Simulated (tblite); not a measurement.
Species: C₄H₈ClSi (doublet state).
Atom-mapped SMILES: `[CH2:1]=[CH:2][C:3]([Cl:4])[CH2:5][SiH3:6]` (hydrogens: H7, H8 on C1; H9 on C2; H10, H11 on C5; H12, H13, H14 on Si6)
Bond orders are those of one Lewis drawing.

Computed with GFN2-xTB (tblite), gas phase: L-BFGS steps from a force-field or distance-geometry start until the largest atomic force falls under 0.01 eV/Å.

At the end of the run (lengths in Å): C2–C3 1.389, C3–Cl4 1.722, C1=C2 1.361, C5–Si6 1.929, C5–H11 1.090, C3–C5 1.471, Si6–H14 1.464, C2–C3–Cl4 119.7°, C1–C2–C3 126.8°, C2–C3–C5 124.5°, C3–C5–Si6 110.4°, C1–C2–C3–Cl4 2°, C2–C3–C5–Si6 -93°, H10–C5–C3–C2 27°, H10–C5–Si6–H12 180°.

Problem. These geometries were met on the way; a selection of coordinates is given. Order them by energy above the end point, lowest first.
A. C2–C3 1.390, C3–Cl4 1.728, C1=C2 1.359, C5–Si6 1.933, C5–H11 1.106, C3–C5 1.484, Si6–H14 1.452, C2–C3–Cl4 119.4°, C1–C2–C3 125.6°, C2–C3–C5 126.1°, C3–C5–Si6 111.3°, C1–C2–C3–Cl4 8°, C2–C3–C5–Si6 -165°, H10–C5–C3–C2 -39°, H10–C5–Si6–H12 145°
B. C2–C3 1.388, C3–Cl4 1.725, C1=C2 1.363, C5–Si6 1.927, C5–H11 1.100, C3–C5 1.482, Si6–H14 1.469, C2–C3–Cl4 118.6°, C1–C2–C3 125.9°, C2–C3–C5 125.6°, C3–C5–Si6 114.0°, C1–C2–C3–Cl4 10°, C2–C3–C5–Si6 -159°, H10–C5–C3–C2 -30°, H10–C5–Si6–H12 151°
C. C2–C3 1.368, C3–Cl4 1.760, C1=C2 1.361, C5–Si6 1.913, C5–H11 1.095, C3–C5 1.499, Si6–H14 1.451, C2–C3–Cl4 113.6°, C1–C2–C3 119.9°, C2–C3–C5 122.2°, C3–C5–Si6 109.7°, C1–C2–C3–Cl4 -1°, C2–C3–C5–Si6 -175°, H10–C5–C3–C2 -48°, H10–C5–Si6–H12 136°
D. C2–C3 1.479, C3–Cl4 1.786, C1=C2 1.314, C5–Si6 1.887, C5–H11 1.119, C3–C5 1.484, Si6–H14 1.488, C2–C3–Cl4 107.3°, C1–C2–C3 118.8°, C2–C3–C5 116.6°, C3–C5–Si6 106.0°, C1–C2–C3–Cl4 -8°, C2–C3–C5–Si6 180°, H10–C5–C3–C2 -56°, H10–C5–Si6–H12 135°
E. C2–C3 1.393, C3–Cl4 1.716, C1=C2 1.354, C5–Si6 1.909, C5–H11 1.093, C3–C5 1.467, Si6–H14 1.461, C2–C3–Cl4 118.4°, C1–C2–C3 120.2°, C2–C3–C5 127.2°, C3–C5–Si6 112.8°, C1–C2–C3–Cl4 10°, C2–C3–C5–Si6 -166°, H10–C5–C3–C2 -35°, H10–C5–Si6–H12 138°

Solution. B (0.145 eV), A (0.239 eV), E (0.424 eV), C (0.682 eV), D (1.143 eV).

```json
{"step": "18", "E above end (eV)": "0.145", "rms distance from the end, all atoms (Å)": "0.788", "largest force (eV/Å)": "0.197", "rms shift of all bonds from the end (Å)": "0.006"}
{"step": "11", "E above end (eV)": "0.239", "rms distance from the end, all atoms (Å)": "0.816", "largest force (eV/Å)": "0.509", "rms shift of all bonds from the end (Å)": "0.008"}
{"step": "5", "E above end (eV)": "0.424", "rms distance from the end, all atoms (Å)": "0.840", "largest force (eV/Å)": "0.589", "rms shift of all bonds from the end (Å)": "0.007"}
{"step": "2", "E above end (eV)": "0.682", "rms distance from the end, all atoms (Å)": "0.847", "largest force (eV/Å)": "1.865", "rms shift of all bonds from the end (Å)": "0.016"}
{"step": "0", "E above end (eV)": "1.143", "rms distance from the end, all atoms (Å)": "0.855", "largest force (eV/Å)": "3.056", "rms shift of all bonds from the end (Å)": "0.038"}
```

Rows stand in the order of the answer.
